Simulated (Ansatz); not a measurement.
Species: CH6AlN, charge 0, singlet. CH6AlN (SMILES [CH3][AlH][NH2]).
B3LYP-D3(BJ)/def2-TZVP minimum from Ansatz (an electronic-structure program):
```
Al
N 1 1.7740
H 2 1.0083 1 125.35
H 2 1.0083 3 110.04 1 -180.00
H 1 1.5811 2 116.44 3 -180.00
C 1 1.9534 5 123.69 2 180.00
H 6 1.0924 1 112.63 5 -180.00
H 6 1.0942 7 107.65 1 122.83
H 6 1.0942 7 107.65 8 114.35
```

Atomisation energy term by term, kcal/mol (programs: Ansatz). UHF or UKS for unpaired electrons; spin-orbit terms are left out. Correlated methods leave the cores frozen. Rows without X2C or -DK are non-relativistic. CBS(X,Y): correlation extrapolated as X^-3, Hartree-Fock from the larger set. A bracket is a step between two methods taken in the basis named. 'core' is core correlation in cc-pwCVTZ (1s frozen past Ne), 'X2C' scalar relativity in cc-pVTZ-DK, both at CCSD(T). Where a partner has so few electrons that a lower coupled-cluster level is exact, that level stands in.

| term | basis | kcal/mol |
|---|---|---|
| Hartree-Fock | cc-pV(Q+d)Z | 534.04 |
| CCSD correlation | CBS(cc-pV(T+d)Z,cc-pV(Q+d)Z) | 183.88 |
| (T) | CBS(cc-pV(T+d)Z,cc-pV(Q+d)Z) | 9.27 |
| CCSDT(Q) - CCSD(T) | cc-pV(D+d)Z | 0.54 |
| core correlation | cc-pwCVTZ | 1.36 |
| scalar relativity | X2C, cc-pVTZ-DK | -0.92 |
| sum: De |  | 728.2 |
